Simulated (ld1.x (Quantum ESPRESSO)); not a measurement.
# Transferability test, TM potential for S

```
Element                 : S (Z = 16)
Generator               : ld1.x (Quantum ESPRESSO) 7.5
Type                    : norm-conserving Troullier–Martins (Kleinman–Bylander form)
Functional              : PBE
Relativity              : scalar-relativistic
Frozen core             : [Ne]
Valence charge          : 6
Reference configuration : 3s2 3p4
Partial waves           : 3p (bound): rc 1.45 bohr; 3s (bound): rc 1.15 bohr
Local potential         : the s channel
Core correction         : a·sin(br)/r model core, default radius (core density twice the valence density)
```

Energies are relative to the spin-unpolarised reference configuration 3s2 3p4; without spin polarisation the order of configurations can differ from experiment.

**Question.** Give the all-electron excitation energy and the error of the potential for: 3s2 3p3; 3s2 3p2; 3s2 3p1; 3s0 3p6; 3s2 3p4.3; 3s2 3p0; 3s2 3p3.5.

**Answer.**

| valence configuration | charge | ΔE all-electron (eV) | error AE − PS (meV) |
| --- | --- | --- | --- |
| 3s2 3p3 | +1 | 11.769 | +3.8 |
| 3s2 3p2 | +2 | 34.053 | +27 |
| 3s2 3p1 | +3 | 68.094 | +92 |
| 3s0 3p6 | 0 | 20.740 | -4.8 |
| 3s2 3p4.3 | -0.3 | -1.709 | +0.4 |
| 3s2 3p0 | +4 | 114.891 | +222 |
| 3s2 3p3.5 | +0.5 | 4.660 | +0.5 |
